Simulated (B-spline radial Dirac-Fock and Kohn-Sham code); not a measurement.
# What relativity does to the binding energies of Rb³⁺

System: the Rb³⁺ ion, [Ar] 3d10 4s2 4p4.

Both columns are ΔSCF binding energies of the configuration average from a B-spline atomic structure program: non-relativistic Hartree-Fock with a point nucleus, and Dirac-Fock with a finite nucleus and the Coulomb interaction alone, averaged over the two j levels with weights 2j+1.

| shell | Hartree-Fock (eV) | Dirac-Fock (eV) | shift (eV) | shift (%) |
| --- | --- | --- | --- | --- |
| 1s | 14991.6 | 15280.7 | +289.16 | +1.93 |
| 2s | 2053.3 | 2119.6 | +66.28 | +3.23 |
| 3s | 358.6 | 370.2 | +11.59 | +3.23 |
| 3d | 156.6 | 154.3 | -2.30 | -1.47 |
| 4s | 70.68 | 72.14 | +1.46 | +2.06 |
| 4p | 52.38 | 52.53 | +0.15 | +0.29 |

Relativity binds 1s, 2s, 3s, 4s, 4p more strongly, among those listed most of all 3s in relative terms, and 3d more weakly, because the contracted s and p shells screen the nucleus better.

Values without a named source are computed, but for edge energies of neutral atoms, which are taken from tables.
